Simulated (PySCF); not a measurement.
H₂P (SMILES [PH2-]), charge -1, singlet, at a GFN2-xTB geometry; DF-WB97X/aug-cc-pVDZ (PySCF).

Here is a job for PySCF.
```python
from pyscf import gto, scf, dft

mol = gto.Mole()
mol.atom = '''
    P    -0.00149906    0.07431072    0.08210974
    H     0.97078349   -0.55479397   -0.60060040
    H    -0.94829753   -0.55986685   -0.63104570
'''
mol.basis = 'aug-cc-pvdz'
mol.charge = -1
mol.verbose = 4
mol.build()

mf = dft.RKS(mol)
mf.xc = 'wb97x'
mf = mf.density_fit(auxbasis='def2-universal-jkfit')
mf.kernel()
```

The log (banner, timings and long lists left out):

```
PySCF version 2.14.0

[INPUT] verbose = 4
[INPUT] num. atoms = 3
[INPUT] num. electrons = 18
[INPUT] charge = -1
[INPUT] spin (= nelec alpha-beta = 2S) = 0
[INPUT] symmetry False subgroup None
[INPUT] Mole.unit = angstrom
[INPUT] Symbol           X                Y                Z      unit          X                Y                Z       unit  Magmom
[INPUT]  1 P     -0.001499060000   0.074310720000   0.082109740000 AA   -0.002832812844   0.140426908919   0.155164920759 Bohr   0.0
[INPUT]  2 H      0.970783490000  -0.554793970000  -0.600600400000 AA    1.834514922349  -1.048408658860  -1.134970266304 Bohr   0.0
[INPUT]  3 H     -0.948297530000  -0.559866850000  -0.631045700000 AA   -1.792022616302  -1.057995012723  -1.192503545084 Bohr   0.0

nuclear repulsion = 12.0848794339167
number of shells = 18
number of NR pGTOs = 72
number of NR cGTOs = 45
basis = aug-cc-pvdz
ecp = {}

******** <class 'pyscf.df.df_jk.DFRKS'> ********
method = DFRKS
initial guess = minao
damping factor = 0
level_shift factor = 0
DIIS = <class 'pyscf.scf.diis.CDIIS'>
diis_start_cycle = 1
diis_space = 8
diis_damp = 0
SCF conv_tol = 1e-09
SCF conv_tol_grad = None
SCF max_cycles = 50
direct_scf = False
XC library pyscf.dft.libxc version 7.1.2
    S. Lehtola, C. Steigemann, M. J. T. Oliveira, and M. A. L. Marques,  SoftwareX 7, 1–5 (2018)
XC functionals = wb97x
    J.-D. Chai and M. Head-Gordon,  J. Chem. Phys. 128, 084106 (2008)
radial grids:
    Treutler-Ahlrichs [JCP 102, 346 (1995); DOI:10.1063/1.469408] (M4) radial grids

becke partition: Becke, JCP 88, 2547 (1988); DOI:10.1063/1.454033
pruning grids: <function nwchem_prune>
grids dens level: 3
symmetrized grids: False
atomic radii adjust function: <function treutler_atomic_radii_adjust>
small_rho_cutoff = 0
Set gradient conv threshold to 3.16228e-05
Initial guess from minao.
tot grids = 38800
******** <class 'pyscf.df.df.DF'> ********
auxbasis = def2-universal-jkfit
Create RSH-DF object <pyscf.df.df.DF object> for omega=0.3
******** <class 'pyscf.df.df.DF'> ********
auxbasis = auxmol.basis = def2-universal-jkfit
init E= -342.325849073239
  HOMO = -0.220077662503951  LUMO = 0.0384087101735608  gap/eV = 7.03377
cycle= 1 E= -342.490156410147  delta_E= -0.164  |g|= 0.273  |ddm|=  1.4
  HOMO = 0.0282151523875447  LUMO = 0.18074143613203  gap/eV = 4.15045
cycle= 2 E= -342.523930202893  delta_E= -0.0338  |g|= 0.175  |ddm|= 0.71
  HOMO = -0.0338038856130654  LUMO = 0.175502092229064  gap/eV = 5.69551
cycle= 3 E= -342.533101770319  delta_E= -0.00917  |g|= 0.0234  |ddm|= 0.177
  HOMO = -0.0463719648525274  LUMO = 0.171967980165781  gap/eV = 5.94133
cycle= 4 E= -342.533650010754  delta_E= -0.000548  |g|= 0.00805  |ddm|= 0.0847
  HOMO = -0.0496688852408047  LUMO = 0.169513732935947  gap/eV = 5.96426
cycle= 5 E= -342.533737907354  delta_E= -8.79e-05  |g|= 0.00156  |ddm|= 0.0465
  HOMO = -0.0501528563219034  LUMO = 0.169090619381526  gap/eV = 5.96592
cycle= 6 E= -342.533742685323  delta_E= -4.78e-06  |g|= 0.000281  |ddm|= 0.0121
  HOMO = -0.0501226449906151  LUMO = 0.1690909748445  gap/eV = 5.96511
cycle= 7 E= -342.53374282039  delta_E= -1.35e-07  |g|= 8.17e-05  |ddm|= 0.00166
  HOMO = -0.0501206098298854  LUMO = 0.169089489185998  gap/eV = 5.96501
cycle= 8 E= -342.533742829983  delta_E= -9.59e-09  |g|= 1.37e-05  |ddm|= 0.000562
  HOMO = -0.0501182074334423  LUMO = 0.169090711769154  gap/eV = 5.96498
cycle= 9 E= -342.533742830293  delta_E= -3.1e-10  |g|= 2.19e-06  |ddm|= 0.000146
  HOMO = -0.0501186083688134  LUMO = 0.169090705986035  gap/eV = 5.96499
Extra cycle  E= -342.533742830299  delta_E= -6.2e-12  |g|= 9.31e-07  |ddm|= 1.7e-05
converged SCF energy = -342.533742830299
```
